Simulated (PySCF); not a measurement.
Sn(OH)(OEt)(NH2)2, C₂H₁₀N₂O₂Sn, SMILES CC[O][Sn]([NH2])([NH2])[OH], GFN2-xTB optimised geometry.

```
17

C     -0.54    -0.55    -3.53
C     -0.49    -1.88    -2.80
O     -1.09    -1.85    -1.54
Sn    -0.41    -0.82     0.00
N     -1.15     1.06     0.00
N      1.61    -0.82     0.00
O     -1.06    -1.82     1.54
H     -1.57    -0.20    -3.60
H      0.04     0.19    -2.98
H     -0.13    -0.65    -4.53
H      0.54    -2.22    -2.73
H     -1.07    -2.63    -3.36
H     -1.47     1.31     0.93
H     -1.97     1.12    -0.60
H      1.97     0.13     0.05
H      1.96    -1.31     0.81
H     -1.53    -2.62     1.31
```

Density from PySCF with B3LYP/def2-SVP, def2 effective core potentials past Kr at that geometry. The core electrons that the potentials of Sn replace are not part of the density.

Minimum of the electron density along straight lines between bonded atoms, close to the bond critical point (lines longer than 1.1 times the sum of covalent radii, or with two minima, are not listed):

```
bond    length / Å  ρ at the minimum / e bohr⁻³  ∇²ρ there / e bohr⁻⁵  position (fraction from the first atom)
------  ----------  ---------------------------  --------------------  ---------------------------------------
C1–C2        1.518                        0.253                 -0.61                                     0.50
C2–O3        1.403                        0.258                 -0.40                                     0.34
O3–Sn4       1.971                        0.108                  0.59                                     0.49
Sn4–N5       2.026                        0.112                  0.41                                     0.51
Sn4–N6       2.016                        0.113                  0.43                                     0.51
Sn4–O7       1.950                        0.114                  0.65                                     0.51
C1–H8        1.087                        0.278                 -1.02                                     0.63
C1–H9        1.089                        0.276                 -1.00                                     0.62
C1–H10       1.086                        0.277                 -1.02                                     0.62
C2–H11       1.095                        0.283                 -1.06                                     0.63
C2–H12       1.095                        0.282                 -1.06                                     0.63
N5–H13       1.015                        0.328                 -1.49                                     0.76
N5–H14       1.016                        0.327                 -1.49                                     0.76
N6–H15       1.015                        0.328                 -1.49                                     0.76
N6–H16       1.015                        0.327                 -1.49                                     0.76
O7–H17       0.958                        0.353                 -2.30                                     0.81
```
